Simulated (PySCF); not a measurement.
C₆H₁₀FNS.
Cartesian coordinates in Å at the PBE0-D3(BJ)/def2-SVP level; atoms count from 1:
```
atom  x, y, z in Å
C1    -3.1682   -0.6117    0.2501
S2    -1.6801    0.2008    0.8698
C3    -0.6534    0.0741   -0.6084
F4    -1.1253    0.9112   -1.5929
C5     0.7972    0.4334   -0.3004
C6     1.6180    0.4859   -1.5824
C7     1.4084   -0.5300    0.7302
C8     1.3956   -1.9179    0.2812
N9     1.3641   -3.0095   -0.1023
H10   -3.5547   -0.0808   -0.6304
H11   -2.9722   -1.6657    0.0045
H12   -3.9155   -0.5654    1.0535
H13   -0.7212   -0.9567   -1.0007
H14    0.7906    1.4348    0.1634
H15    2.6425    0.8267   -1.3722
H16    1.1631    1.1780   -2.3025
H17    1.6794   -0.5085   -2.0529
H18    0.8636   -0.4779    1.6855
H19    2.4525   -0.2412    0.9300
```

Level: wB97X-D/def2-SVPD in PySCF, non-relativistic, on one gas-phase PBE0-D3(BJ)/def2-SVP geometry that isn't relaxed in the solvent. The solvent is an IEF-PCM continuum (Bondi radii, 1.10 Å for H, scaled by 1.2), and excitations are vertical TDDFT with non-equilibrium linear response and a frozen core. The model holds no explicit solvent molecules, cavitation or dispersion.

Gas-phase singlets (H = HOMO, L = LUMO):

| state | E (eV) | λ (nm) | f | leading configuration |
| --- | --- | --- | --- | --- |
| S1 | 5.794 | 214 | 0.000 | H→L 65% |
| S2 | 6.839 | 181 | 0.032 | H→L+1 66% |
| S3 | 7.305 | 170 | 0.009 | H→L+2 38% |
| S4 | 7.587 | 163 | 0.016 | H→L+3 29% |
| S5 | 7.661 | 162 | 0.006 | H-2→L+4 11% |

**Question.** How does the list change in acetone (ε = 20.49)?

**Answer.** 
| state | E (eV) | λ (nm) | f | leading configuration | change by rank (eV) |
| --- | --- | --- | --- | --- | --- |
| S1 | 5.902 | 210 | 0.001 | H→L 64% | +0.108 |
| S2 | 6.861 | 181 | 0.056 | H→L+1 77% | +0.022 |
| S3 | 7.308 | 170 | 0.014 | H→L+2 40% | +0.003 |
| S4 | 7.599 | 163 | 0.035 | H→L+3 38% | +0.012 |
| S5 | 7.660 | 162 | 0.010 | H→L+4 40% | -0.001 |

**Question.** Give the list for acetonitrile (ε = 35.69), n² = 1.81.

**Answer.** 
```tsv
state	E (eV)	λ (nm)	f	leading configuration	change by rank (eV)
S1	5.908	210	0.001	H→L 63%	+0.114
S2	6.864	181	0.056	H→L+1 77%	+0.025
S3	7.309	170	0.013	H→L+2 40%	+0.004
S4	7.601	163	0.035	H→L+3 38%	+0.014
S5	7.660	162	0.010	H→L+4 40%	-0.001
```

**Question.** How do the frontier levels move from gas to acetonitrile?

**Answer.** 
| orbital | gas (eV) | solvent (eV) | change (eV) | Löwdin shares, gas | Löwdin shares, solvent |
| --- | --- | --- | --- | --- | --- |
| LUMO+2 | 2.25 | 2.36 | +0.11 | S2 29 %, N9 14 %, C8 12 %, C7 9 % | N9 28 %, C8 25 %, S2 13 %, C7 11 % |
| LUMO+1 | 2.05 | 2.23 | +0.18 | S2 44 %, C1 8 %, H12 6 %, C8 6 % | S2 52 %, C8 7 %, C1 7 %, H12 5 % |
| LUMO | 1.72 | 1.97 | +0.25 | S2 40 %, H14 7 %, C7 7 %, C1 6 % | S2 38 %, N9 12 %, C8 10 %, C7 6 % |
| HOMO | -8.97 | -8.87 | +0.10 | S2 69 %, C1 11 %, C3 7 % | S2 69 %, C1 11 %, C3 7 % |
| HOMO-1 | -10.96 | -10.81 | +0.15 | S2 41 %, C3 14 %, F4 12 %, C1 8 % | S2 43 %, C3 14 %, F4 11 %, C1 8 % |
| HOMO-2 | -11.34 | -11.25 | +0.09 | N9 30 %, C8 22 %, C7 8 %, C5 8 % | C3 16 %, C5 15 %, N9 13 %, F4 12 % |
| HOMO-3 | -11.48 | -11.54 | -0.06 | N9 38 %, C8 28 %, C7 9 %, S2 5 % | N9 34 %, C8 23 %, C7 12 %, C5 6 % |

The HOMO–LUMO gap goes from 10.69 to 10.84 eV. Rows go by rank; for HOMO-3, HOMO-2, LUMO, LUMO+1 and LUMO+2 the atom shares or the degeneracy differ between the runs, so the row needn't follow one orbital.
